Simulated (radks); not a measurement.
Results of a calculation; reference values are marked as such.
Spherical jellium clusters: N electrons in a uniform positive sphere of charge N and radius rs N^(1/3), rs = 2.66 bohr. Level of theory: non-relativistic Kohn-Sham, LDA (Slater exchange, Perdew-Wang correlation), spin-polarised, spherical densities (a radial shooting solver with Libxc functionals). Levels are named by radial order and angular momentum (1s, 1p, 1d, 2s, ...), and open shells are averaged over m.

N = 39, configuration 1s2 1p6 1d10 2s2 1f14 2p(up 3, down 2). This is the lowest configuration that the search found. Occupied and some empty levels:

| level | occupation | eigenvalue (eV) | <r> (bohr) |
|---|---|---|---|
| 1s up | 1 | -9.0888 | 5.408 |
| 1s down | 1 | -8.9995 | 5.487 |
| 1p up | 3 | -7.8856 | 6.377 |
| 1p down | 3 | -7.8316 | 6.411 |
| 1d up | 5 | -6.3545 | 7.067 |
| 1d down | 5 | -6.3173 | 7.077 |
| 2s up | 1 | -5.5661 | 5.801 |
| 2s down | 1 | -5.4502 | 5.765 |
| 1f up | 7 | -4.5641 | 7.659 |
| 1f down | 7 | -4.5321 | 7.657 |
| 2p up | 3 | -3.5529 | 6.935 |
| 2p down | 2 | -3.4480 | 6.976 |
| 1g up | 0 | -2.5782 | 8.260 |
| 1g down | 0 | -2.5455 | 8.255 |
| 2d up | 0 | -1.6475 | 8.600 |
| 2d down | 0 | -1.5809 | 8.686 |
| 3s up | 0 | -1.4926 | 9.043 |
| 3s down | 0 | -1.4344 | 9.122 |

Energy (eV): total -54.6915, kinetic 140.91, external -5394.5, Hartree 2647.4, exchange-correlation -201.38, background 2752.9.
